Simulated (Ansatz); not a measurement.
FH₂SeSi, SMILES `F[SiH][SeH]` radical, charge 0, multiplicity 2.

Question: Give a relaxed structure at PBE0-D4/def2-TZVP (the Gaussian-basis code of Ansatz). (Best estimate.)

Answer: Ansatz gave: 
```xyz
5

F     1.373   -1.205   -0.858
Si    0.102   -0.758    0.010
Se    0.438    1.449    0.462
H    -1.103   -0.974   -0.852
H    -0.810    1.489    1.238
```
